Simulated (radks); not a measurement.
Task: Coherent X-ray form factor from a spherical all-electron density. Method: scalar-relativistic Kohn-Sham, Slater X-alpha with alpha = 0.932, spin-polarised, spherical densities, point nucleus; computed with a radial shooting solver on a logarithmic mesh with Libxc functionals.

| sin(theta)/lambda (1/angstrom) | f0 (electrons) |
|---|---|
| 0.05 | 69.851 |
| 0.1 | 67.088 |
| 0.15 | 63.772 |
| 0.2 | 60.367 |
| 0.25 | 56.957 |
| 0.3 | 53.585 |
| 0.4 | 47.234 |
| 0.5 | 41.707 |
| 0.6 | 37.017 |
| 0.8 | 29.587 |
| 1 | 24.151 |
| 1.25 | 19.600 |
| 1.5 | 16.784 |
| 2 | 13.264 |

The species is in the configuration that NIST lists as its ground one. Which atom or ion scatters so?

Result: Neutral lutetium, [Xe] 4f14 5d1 6s2. Extrapolating in s^2 from the first two rows gives f0(0) = 70.8, near the electron count 71; among species with that count, the fall with angle is slower the higher Z, and the table is that of Z = 71; from so few rows the species is fixed only to a neighbour or two.
